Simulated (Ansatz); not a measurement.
Reaction (ligand exchange at a Mg–C bond): `C[CH](C)[Mg][CH](C)C` + HCl → `C[CH](C)[Mg][Cl]` + propane

Gas-phase electronic energies from Ansatz, PBE0-D4/def2-TZVP geometries. CCSD(T)/CBS adds triple-zeta CCSD(T) − MP2 to the extrapolated MP2 energy (def2 sets, frozen cores). This one scheme is used for every species. DFT in def2-TZVPP. B3LYP here is the variant with VWN-RPA as its local correlation; programs differ in this. HSE06 is defined as in plane-wave codes. For Mg outer-core shells are correlated without core-valence functions, which leaves a few kJ/mol of doubt a bond. Each species was taken in one conformer, which may not be the lowest.

```json
{"level": "LDA (SPW92)", "ΔE (kJ/mol)": "-241.9", "difference from CCSD(T)/CBS": "11.6"}
{"level": "PBE-D4", "ΔE (kJ/mol)": "-245.8", "difference from CCSD(T)/CBS": "7.7"}
{"level": "revPBE-D4", "ΔE (kJ/mol)": "-244.8", "difference from CCSD(T)/CBS": "8.7"}
{"level": "BLYP-D4", "ΔE (kJ/mol)": "-250.1", "difference from CCSD(T)/CBS": "3.4"}
{"level": "r2SCAN-D4", "ΔE (kJ/mol)": "-263.9", "difference from CCSD(T)/CBS": "-10.4"}
{"level": "B97M-V", "ΔE (kJ/mol)": "-264.1", "difference from CCSD(T)/CBS": "-10.6"}
{"level": "PBE0-D4", "ΔE (kJ/mol)": "-256.9", "difference from CCSD(T)/CBS": "-3.4"}
{"level": "B3LYP-D4", "ΔE (kJ/mol)": "-259.4", "difference from CCSD(T)/CBS": "-5.9"}
{"level": "r2SCANh-D4", "ΔE (kJ/mol)": "-265.9", "difference from CCSD(T)/CBS": "-12.4"}
{"level": "HSE06-D4", "ΔE (kJ/mol)": "-256.7", "difference from CCSD(T)/CBS": "-3.2"}
{"level": "CAM-B3LYP-D4", "ΔE (kJ/mol)": "-263.8", "difference from CCSD(T)/CBS": "-10.3"}
{"level": "ωB97M-V", "ΔE (kJ/mol)": "-259.0", "difference from CCSD(T)/CBS": "-5.5"}
{"level": "B2PLYP", "ΔE (kJ/mol)": "-262.6", "difference from CCSD(T)/CBS": "-9.1"}
{"level": "PBE-QIDH", "ΔE (kJ/mol)": "-263.2", "difference from CCSD(T)/CBS": "-9.7"}
{"level": "PBE", "ΔE (kJ/mol)": "-249.0", "difference from CCSD(T)/CBS": "4.5"}
{"level": "revPBE", "ΔE (kJ/mol)": "-251.4", "difference from CCSD(T)/CBS": "2.1"}
{"level": "BLYP", "ΔE (kJ/mol)": "-256.1", "difference from CCSD(T)/CBS": "-2.6"}
{"level": "r2SCAN", "ΔE (kJ/mol)": "-265.2", "difference from CCSD(T)/CBS": "-11.7"}
{"level": "PBE0", "ΔE (kJ/mol)": "-259.8", "difference from CCSD(T)/CBS": "-6.3"}
{"level": "B3LYP", "ΔE (kJ/mol)": "-264.2", "difference from CCSD(T)/CBS": "-10.7"}
{"level": "r2SCANh", "ΔE (kJ/mol)": "-267.3", "difference from CCSD(T)/CBS": "-13.8"}
{"level": "r2SCAN0", "ΔE (kJ/mol)": "-270.2", "difference from CCSD(T)/CBS": "-16.7"}
{"level": "HSE06", "ΔE (kJ/mol)": "-259.5", "difference from CCSD(T)/CBS": "-6.0"}
{"level": "CAM-B3LYP", "ΔE (kJ/mol)": "-266.9", "difference from CCSD(T)/CBS": "-13.4"}
{"level": "LC-ωPBE", "ΔE (kJ/mol)": "-264.3", "difference from CCSD(T)/CBS": "-10.8"}
{"level": "RPA@PBE/def2-TZVPP", "ΔE (kJ/mol)": "-240.8", "difference from CCSD(T)/CBS": "12.7"}
{"level": "HF/def2-SVP", "ΔE (kJ/mol)": "-303.9", "difference from CCSD(T)/CBS": "-50.4"}
{"level": "MP2/def2-SVP", "ΔE (kJ/mol)": "-271.5", "difference from CCSD(T)/CBS": "-18.0"}
{"level": "CCSD/def2-SVP", "ΔE (kJ/mol)": "-272.1", "difference from CCSD(T)/CBS": "-18.6"}
{"level": "CCSD(T)/def2-SVP", "ΔE (kJ/mol)": "-267.7", "difference from CCSD(T)/CBS": "-14.2"}
{"level": "HF/def2-TZVPP", "ΔE (kJ/mol)": "-294.6", "difference from CCSD(T)/CBS": "-41.1"}
{"level": "MP2/def2-TZVPP", "ΔE (kJ/mol)": "-255.3", "difference from CCSD(T)/CBS": "-1.8"}
{"level": "SCS-MP2/def2-TZVPP", "ΔE (kJ/mol)": "-258.0", "difference from CCSD(T)/CBS": "-4.5"}
{"level": "CCSD/def2-TZVPP", "ΔE (kJ/mol)": "-257.7", "difference from CCSD(T)/CBS": "-4.2"}
{"level": "CCSD(T)/def2-TZVPP", "ΔE (kJ/mol)": "-251.9", "difference from CCSD(T)/CBS": "1.6"}
{"level": "HF/def2-QZVPP", "ΔE (kJ/mol)": "-295.5", "difference from CCSD(T)/CBS": "-42.0"}
{"level": "MP2/def2-QZVPP", "ΔE (kJ/mol)": "-256.6", "difference from CCSD(T)/CBS": "-3.1"}
{"level": "SCS-MP2/def2-QZVPP", "ΔE (kJ/mol)": "-259.7", "difference from CCSD(T)/CBS": "-6.2"}
{"level": "HF/CBS(def2)", "ΔE (kJ/mol)": "-295.7", "difference from CCSD(T)/CBS": "-42.2"}
{"level": "CCSD/CBS(def2)", "ΔE (kJ/mol)": "-259.2", "difference from CCSD(T)/CBS": "-5.7"}
{"level": "CCSD(T)/CBS", "ΔE (kJ/mol)": "-253.5", "difference from CCSD(T)/CBS": "0"}
```

Largest T1 diagnostic among the species: 0.009.

In def2-TZVPP, CCSD(T) changes the Hartree–Fock value by +42.6 kJ/mol (the triples alone add +5.7 kJ/mol) and MP2 by +39.2 kJ/mol. The D4 term adds +4.8 kJ/mol with B3LYP and +2.9 kJ/mol with PBE0; it sums over pairs of atoms, weighted by their polarisabilities, and B3LYP, whose exchange is more repulsive, gets the larger term. From BLYP to BHLYP (50 % exact exchange), in def2-TZVPP and without D4, ΔE moves by −20.5 kJ/mol.
